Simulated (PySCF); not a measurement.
An element was calculated at PBE (PySCF 2.14, spin-free X2C, a double-zeta basis, no spin-orbit coupling), in the ground configurations that NIST lists.

* electron affinity: 2.102 eV
* first ionisation energy: 9.619 eV
* second ionisation energy: 21.326 eV
* third ionisation energy: 31.599 eV
* polarisability of the atom: 25.5 bohr³

Which element is it?

Selenium (Se, Z = 34), in aug-cc-pVDZ-DK. NIST lists 9.752, 21.196 ± 0.01, 31.697 ± 0.019 eV for these ionisation energies.
